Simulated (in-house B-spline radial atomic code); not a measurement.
**Ionising Sm³⁺ with different functionals**

Computed with an all-electron radial atomic-structure program (B-spline basis): scalar-relativistic (spin-free X2C) Hamiltonian, Fermi nucleus of rms radius 5.0819 fm, spin-polarised at highest spin, spherical fractional occupations for the functionals, and exact exchange of hybrids averaged over the configuration. The ionisation energy is the difference of two self-consistent energies, [Xe] 4f5 → [Xe] 4f4, without Breit or QED terms; ε is the level of the shell that loses the electron (its least bound occupied spin orbital). There is no spin-orbit coupling in this Hamiltonian.

```csv
method,rung,ΔSCF (eV),-ε(4f) (eV)
PBE0,global hybrid,?,?
B3LYP,global hybrid,43.02,36.19
TPSSh,global hybrid,43.05,34.89
BHandHLYP,global hybrid,42.35,39.61
r2SCAN0,global hybrid,43.09,36.95
B97-1,global hybrid,42.97,36.27
HSE06,range-separated hybrid,42.91,36.35
wB97X,range-separated hybrid,42.81,39.07
CAM-B3LYP,range-separated hybrid,?,?
LC-wPBE,range-separated hybrid,43.11,39.13
```

Q: What does CAM-B3LYP give?

A: ΔSCF 42.94 eV, and -ε(4f) = 38.15 eV.

Q: What does PBE0 give?

A: ΔSCF 42.98 eV, and -ε(4f) = 36.82 eV.

Q: Among the functionals, which spreads more, the ΔSCF values or the orbital energies?

A: The orbital energies: ΔSCF values span about 0.76 eV and the orbital energies 4.72 eV; here energy differences depend much less on the functional than eigenvalues do.

Q: How do they compare with the NIST value?

A: NIST lists 41.6 eV ± 0.11 (semi-empirical, ground level to ground level). Errors run from +0.71 to +1.47 eV; BHandHLYP is closest (+0.71 eV), but part of that can be cancellation, since the calculations leave out spin-orbit coupling, Breit-QED terms, multiplet and fine-structure energies.
